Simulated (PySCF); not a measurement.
Problem. What does the PBE0-D3(BJ)/def2-SVP structure of `FC(F)(F)[Si@](OC)(O)[GeH3]` look like in three dimensions?

Solution. 
```
atom  x, y, z in Å
C1    -1.179    2.079   -0.633
O2    -1.260    0.698   -0.403
Si3   -0.039   -0.396   -0.356
O4     0.481   -0.690   -1.902
Ge5    1.747    0.234    1.092
C6    -0.863   -1.983    0.366
F7    -2.032   -2.306   -0.189
F8    -1.062   -1.856    1.689
F9    -0.034   -3.035    0.198
H10   -2.136    2.538   -0.345
H11   -0.379    2.553   -0.036
H12   -0.994    2.297   -1.698
H13    1.267   -1.230   -2.025
H14    2.720   -0.948    1.263
H15    2.535    1.413    0.490
H16    1.220    0.647    2.475
```

Orientation and origin are arbitrary. Atoms count from 1 in this order. Si3 (oxygen-bound silicon) is distorted tetrahedral (angles from 104.0° to 113.5°). Ge5 (germanium bonded to Si and 3 H) is tetrahedral (angles from 107.9° to 111.2°).

Bonds between heavy atoms (Å): C1–O2 1.403, O2–Si3 1.640, Si3–O4 1.658, Si3–Ge5 2.383, Si3–C6 1.928, C6–F7 1.334, C6–F8 1.344, C6–F9 1.350.

Level of theory: PBE0-D3(BJ)/def2-SVP geometry optimisation, gas phase in PySCF 2.14.0.

Point group: C1 (no symmetry element, even within 0.4 Å). Stationary, but not proved a minimum. The numbers are those of one conformer (C1–O2–Si3–O4 -75°, O2–Si3–O4–H 173°).
